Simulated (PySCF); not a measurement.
Species: C7H7NO2.
Atom-mapped SMILES: `[CH3:1][C:2](=[O:3])[O:4][c:5]1[cH:6][cH:7][n:8][cH:9][cH:10]1` (hydrogens: H11, H12, H13 on C1; H14 on C6; H15 on C7; H16 on C9; H17 on C10)

Structure used (PBE0-D3(BJ)/def2-SVP), in Å, numbered top down from 1:
```
atom  x, y, z in Å
C1     3.008   -0.084    0.018
C2     1.633   -0.448    0.488
O3     1.375   -1.230    1.357
O4     0.711    0.237   -0.237
C5    -0.648    0.110   -0.121
C6    -1.331   -0.723    0.765
C7    -2.727   -0.699    0.712
N8    -3.443    0.056   -0.114
C9    -2.769    0.844   -0.950
C10   -1.381    0.911   -0.998
H11    3.752   -0.513    0.699
H12    3.118    1.008   -0.042
H13    3.162   -0.485   -0.995
H14   -0.803   -1.362    1.466
H15   -3.291   -1.343    1.396
H16   -3.365    1.464   -1.629
H17   -0.861    1.568   -1.696
```

The closed-shell ground state was solved at several levels (PySCF, density fitting, gas phase, non-relativistic).

| level | basis functions | total energy (Eh) | HOMO (eV) | LUMO (eV) | gap (eV) | dipole (D) |
| --- | --- | --- | --- | --- | --- | --- |
| PBE0/pcSseg-1 | 205 | -475.5707 | -7.51 | -1.05 | 6.46 | 3.43 |
| KT2/pcSseg-1 | 205 | -484.0236 | -6.12 | -1.95 | 4.17 | 3.32 |

Problem. Estimate the row for CAM-B3LYP/def2-SVPD, a basis of 262 functions; the other rows only guide the guess.

Solution. Total energy -475.6180 Eh, HOMO -8.96 eV, LUMO -0.02 eV, gap 8.94 eV, dipole 3.48 D.

Problem. Over all these levels, which gives the widest orbital gap and which the narrowest?

Solution. CAM-B3LYP/def2-SVPD (range-separated hybrid) has the widest, 8.94 eV, and KT2/pcSseg-1 (GGA) the narrowest, 4.17 eV. Functional and basis both differ between the two, so the spread mixes both effects.

Problem. How far do the dipole and the HOMO energy spread over the levels?

Solution. The dipole runs from 3.32 to 3.48 D (mean 3.41 D) and the HOMO from -8.96 to -6.12 eV.

One conformer stands for the species.
